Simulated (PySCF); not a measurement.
Vertical excitations of a molecule C5H8O from TDDFT-B3LYP/def2-SVPD run with PySCF, as energy in eV (oscillator strength): 6.12 (0.014), 6.41 (0.008), 6.78 (0.020), 6.96 (0.184), 7.18 (0.017), 7.36 (0.034), 7.47 (0.005), 7.49 (0.076), 7.63 (0.010), 7.73 (0.024). Lowest triplet (TDA): 4.34 eV. Geometry optimised at B3LYP-D3(BJ)/def2-SVP. The values are those of a single conformer.

### Question
Pick the molecule that these values belong to.
(A) CC1=CO[C@H]1C
(B) CC[C@@H]1C=CO1
(C) CO[C@@H]1C=CC1
(D) C1=CCOCC1

### Answer
D, C1=CCOCC1
